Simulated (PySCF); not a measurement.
C6H6OSe, SMILES [SeH]c1c(O)cccc1 at its GFN2-xTB optimised geometry (Å):

```
14

O     -1.3445    -1.6376    -0.0004
C     -0.7031    -0.4334     0.0000
C     -1.3831     0.7736     0.0004
C     -0.6856     1.9707     0.0003
C      0.6975     1.9684     0.0000
C      1.3841     0.7670     0.0000
C      0.6928    -0.4334     0.0000
Se     1.6487    -2.0881     0.0012
H     -2.2992    -1.5028     0.0012
H     -2.4654     0.7726     0.0005
H     -1.2291     2.9030     0.0003
H      1.2434     2.8992    -0.0003
H      2.4654     0.7512     0.0001
H      0.4665    -2.9030     0.0009
```

Level of theory: PySCF with PBE0/def2-TZVP.

Map of the HOMO amplitude (bohr^(-3/2)) on the plane z = 0.6 Å; orbital energy -6.01 eV, overall sign arbitrary:

```
|=========================|
|=========================|
|=========================|
|=========================|
|=========================|
|==========+++============|
|=========+**+++==========|
|=========*##***+===--====|
|=========+##**+=------===|
|=========+++==--------===|
|===========---:.:-----===|
|=====-----::::..:----====|
|====-----:...  .:---=====|
|======---:     :-========|
|=========-....:-=========|
|========++=---=+**+======|
|=======+**+===*%@%*+=====|
|========+++==+#@@@#+=====|
|=============+#@@%*+=====|
|=============+*##*+======|
|==============++++=======|
|=========================|
|=========================|
|=========================|
|=========================|
```
Scale: ten equal steps from -0.097 (start of ' ') to 0.145 (end of '@'), in the order ' .:-=+*#%@'; x runs from -5.00 to 5.00, y from -5.00 (bottom) to 5.00 (top).
